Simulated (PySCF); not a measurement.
BH2O2, SMILES O[B]O, multiplicity 2. Atoms are numbered in the order given.

```xyz
5

O      0.0000     1.2210     0.0411
B      0.0000     0.0000    -0.5365
O      0.0000    -1.2210     0.0411
H      0.0000     1.2322     1.0121
H      0.0000    -1.2322     1.0121
```
Charge 0, spin multiplicity 2.

Geometry: r2SCAN-D4/def2-TZVP. The isomer is the one that the SMILES or the coordinates give; other isomers of the formula were not compared. Other conformers were not sampled.

Calculation: PySCF with PBE/pcH-1.

Unrestricted Kohn–Sham, ⟨S²⟩ = 0.752. Hyperfine tensors hold the contact and dipolar terms, without spin-orbit corrections.

Problem. Estimate the hyperfine couplings. (An estimate is asked for; the answer gives what the named calculation found.)

Solution. 
```tsv
nucleus	A(iso) (MHz)	A(iso) (G)	dipolar principal values (MHz)
17O no. 1	-187.0	-66.7	-6.8, 0.7, 6.1
11B no. 2	659.8	235.4	-35.7, -28.7, 64.3
17O no. 3	-187.0	-66.7	-6.8, 0.7, 6.1
1H no. 4	88.8	31.7	-3.2, -2.8, 6.0
1H no. 5	88.8	31.7	-3.2, -2.8, 6.0
```

Problem. And the g tensor (effective nuclear charges for spin-orbit coupling, GIAO)? (Estimate from the structure and the level; the computed values follow.)

Solution. principal values 2.0010, 2.0018, 2.0022; isotropic 2.0017.
